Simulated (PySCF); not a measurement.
# Working out the excitation energy of Ti

Ti [Ar] 3d2 4s2 (3F) → Ti [Ar] 3d2 4s1 5s1 (5F). All numbers are calculated (PySCF 2.14, the non-relativistic Hamiltonian (point nucleus), in aug-cc-pVDZ). Frozen: [Ar]. Energies in hartree (1 hartree = 27.21139 eV):

```json
{"part": "UHF", "Ti (lower)": "-848.410139", "Ti (upper)": "-848.287353"}
{"part": "CCSD correlation", "Ti (lower)": "-0.048462", "Ti (upper)": "-0.015780"}
{"part": "(T)", "Ti (lower)": "-0.001322", "Ti (upper)": "-0.000163"}
```

Problem. What does Hartree-Fock give?

Solution. (-848.287353) − (-848.410139) = 0.122786 hartree = 3.341 eV.

Problem. What do CCSD and CCSD(T) give?

Solution. The CCSD correlation energies differ by 0.032682 hartree = 0.889 eV and the triples by 0.001159 hartree = 0.032 eV, so CCSD gives 4.230 eV and CCSD(T) 4.262 eV.

The calculation is non-relativistic.

A double-zeta basis recovers only part of the correlation energy.
